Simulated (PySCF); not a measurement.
Computed IR spectrum (relative IR intensity) of a molecule CH4ClFOSi2. Coordinates come from a PBE-D3(BJ)/def2-SVP optimisation. The values are those of a single conformer. Calculation: PBE-D3(BJ)/def2-SVP (PySCF). Frequencies are harmonic and unscaled.

Lines under 2 % of the strongest are left out, and lines within 2 cm⁻¹ are merged.

| ν (cm⁻¹) | relative intensity |
|---|---|
| 57 | 2.9 |
| 92 | 2.7 |
| 286 | 8.3 |
| 400 | 5.8 |
| 430 | 5.5 |
| 523 | 20 |
| 582 | 66 |
| 667 | 54 |
| 695 | 12 |
| 708 | 11 |
| 785 | 58 |
| 795 | 69 |
| 813 | 13 |
| 899 | 100 |
| 979 | 74 |
| 1200 | 2.3 |
| 2157 | 67 |
| 2190 | 88 |
| 2964 | 17 |
| 3028 | 5.6 |

Pick the molecule that these values belong to.
A) F[Si@]1(Cl)CO[SiH2]1
B) F[Si@@H]1CO[Si@H]1Cl
C) F[Si@H]1OC[Si@@H]1Cl
D) F[Si@H]1C[Si@@H](Cl)O1

C, F[Si@H]1OC[Si@@H]1Cl
